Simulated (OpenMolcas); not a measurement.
An atom or ion with 15 electrons was computed by SS-CASPT2, IPEA 0.25 Eh, imaginary shift 0.1 Eh with spin-orbit coupling (OpenMolcas, ANO-RCC-VQZP, DKH2). The lowest levels that the run gave, each within 12 % of the measured value where one is at hand:

```tsv
J	Parity	E (cm-1)	g
3/2	odd	0.0	2.002
3/2	odd	15140	0.801
5/2	odd	15170	1.200
1/2	odd	24490	0.666
3/2	odd	24500	1.333
5/2	even	82910	1.601
3/2	even	83280	1.735
1/2	even	83490	2.670
3/2	even	108950	0.800
5/2	even	108960	1.201
1/2	even	133280	2.001
3/2	even	144540	1.334
```

Which ion is it, and what are the configurations and terms?

S⁺ (Z = 16, charge +1; active space 5 electrons in 4 orbitals (3s 3p)). J, parity and g give the terms where levels are pure, and mixed ones are named by the computed weights; the size of the splittings, set against known spectra of the 15-electron sequence, gives the charge. In order, with the measured energies in cm-1 (NIST Handbook of Basic Atomic Spectroscopic Data): 3s2 3p3 4S* 3/2, 3s2 3p3 2D* 3/2 (14853), 3s2 3p3 2D* 5/2 (14885), 3s2 3p3 2P* 1/2 (24525), 3s2 3p3 2P* 3/2 (24572), 3s 3p4 4P 5/2 (79395), 3s 3p4 4P 3/2 (79757), 3s 3p4 4P 1/2 (79963), 3s 3p4 2D 3/2 (97891), 3s 3p4 2D 5/2 (97919), 3s 3p4 2S 1/2 (119784), 3s 3p4 2P 3/2.

CASPT2 breaks the degeneracy within a term, and the mean is taken; among the terms shown or strongly mixed into the levels shown the widest spread is 1200 cm-1 (3s 3p4 2D). Over all roots computed the reference weight is 0.87 to 0.96; the roots of lowest weight are the least certain, and an intruder state may touch them. Terms of s pⁿ other than that of highest spin mix with s² pⁿ⁻² d, which this space lacks; all of them can be thousands of cm-1 off, and some have no real level of that name. Computed and measured levels are paired by configuration, term and J; levels that our copy of the source lacks, or whose pairing is in doubt (as where it misses far off the trend of its configuration), stay unpaired and out of the deviations. Levels of configurations outside the active space are missing.

* marks odd parity.
